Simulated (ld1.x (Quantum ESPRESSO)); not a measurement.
Building the RRKJ potential for Ag (PBE, non-relativistic).

* Element: Ag (Z = 47)
* Generator: ld1.x (Quantum ESPRESSO) 7.5
* Type: norm-conserving RRKJ (Kleinman–Bylander form)
* Functional: PBE
* Relativity: non-relativistic
* Frozen core: [Ar] 3d10 4s2
* Valence charge: 17
* Reference configuration: 4p6 4d10 5s0 5p0 (charge +1)
* Partial waves: 4p (bound): rc 1.35 bohr; 4d (bound): rc 1.65 bohr; 5s (bound, empty): rc 1.85 bohr
* Local potential: the s channel
* Core correction: Bessel-smoothed model core inside 1.25 bohr
* rho0: 0.001

What the tests gave:

- Cutoffs needed: 80 Ry and 120 Ry (the cutoffs (Ry, on a coarse ladder) from which the occupation-weighted sum of valence levels, in a spherical-Bessel basis at the reference potential, stays within 10 and 1 mRy of its value at 400 Ry)
- Ghost test: no extra level below or beside the all-electron valence levels (p, d, s, f tested) (spherical-Bessel basis up to 400 Ry, 20 bohr box)
- Largest excitation error: -1226 meV (all-electron minus pseudo) for 4p6 4d7 5s0 5p0, out of 7 test configurations

Generation and tests took about 1.8 s on one core of a shared server CPU.
